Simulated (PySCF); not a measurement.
Isomers of C3H5F3Si.

All values: PBE0/6-31G (PySCF) at PBE0-D3(BJ)/def2-SVP geometries, gas phase, one conformer each.

(1) Rank by HOMO energy, lowest first.
A. `FC(F)(F)[C@H]1C[SiH2]1`
B. `C=C([SiH3])C(F)(F)F`
C. `[F:1][CH:2]([F:3])[C@@:4]1([F:5])[CH2:6][SiH2:7]1` with F1–C2–C4–F5 67°
D. `[CH2:1]=[CH:2][CH2:3][Si:4]([F:5])([F:6])[F:7]` with C1–C2–C3–Si4 -105°

(2) Rank by dipole moment, lowest first.
A. `FC(F)(F)[C@H]1C[SiH2]1`
B. `C=C(C(F)(F)F)[SiH3]`
C. `[F:1][CH:2]([F:3])[C@@:4]1([F:5])[CH2:6][SiH2:7]1` with F1–C2–C4–F5 67°
D. `[CH2:1]=[CH:2][CH2:3][Si:4]([F:5])([F:6])[F:7]` with C1–C2–C3–Si4 -105°

(3) Rank by LUMO energy, highest first.
A. `[F:1][CH2:2]/[C:3]([F:4])=[C:5](\[F:6])[SiH3:7]` with F1–C2–C3–F4 65°
B. `[CH2:1]=[CH:2][CH2:3][Si:4]([F:5])([F:6])[F:7]` with C1–C2–C3–Si4 -105°
C. `C=C([SiH3])C(F)(F)F`
D. `[F:1][CH:2]([F:3])[C@@:4]1([F:5])[CH2:6][SiH2:7]1` with F1–C2–C4–F5 67°

Answers

(1) B (-8.59 eV), D (-7.84 eV), A (-7.69 eV), C (-7.43 eV).

(2) C (2.09 D), B (2.56 D), A (2.85 D), D (3.38 D).

(3) D (0.16 eV), B (-0.09 eV), A (-0.60 eV), C (-0.87 eV).

All values together:

| SMILES | μ (D) | HOMO (eV) | LUMO (eV) | lowest IAO charge (e) | highest IAO charge (e) | lowest Hirshfeld charge (e) | highest Hirshfeld charge (e) |
| --- | --- | --- | --- | --- | --- | --- | --- |
| FC(F)(F)[C@H]1C[SiH2]1 | 2.85 | -7.69 | 0.20 | -0.507 (C) | +0.741 (C) | -0.151 (C) | +0.271 (Si) |
| C=CC[Si](F)(F)F | 3.38 | -7.84 | -0.09 | -0.602 (C) | +1.669 (Si) | -0.217 (F) | +0.616 (Si) |
| FC(F)[C@@]1(F)C[SiH2]1 | 2.09 | -7.43 | 0.16 | -0.532 (C) | +0.512 (Si) | -0.165 (C) | +0.260 (Si) |
| C=C([SiH3])C(F)(F)F | 2.56 | -8.59 | -0.87 | -0.284 (C) | +0.733 (C) | -0.120 (C) | +0.278 (Si) |
| FC/C(F)=C(\F)[SiH3] | 1.94 | -7.58 | -0.60 | -0.291 (F) | +0.443 (Si) | -0.130 (F) | +0.287 (Si) |

Conformers: `[CH2:1]=[CH:2][CH2:3][Si:4]([F:5])([F:6])[F:7]` with C1–C2–C3–Si4 -105°; `[F:1][CH:2]([F:3])[C@@:4]1([F:5])[CH2:6][SiH2:7]1` with F1–C2–C4–F5 67°; `[F:1][CH2:2]/[C:3]([F:4])=[C:5](\[F:6])[SiH3:7]` with F1–C2–C3–F4 65°.
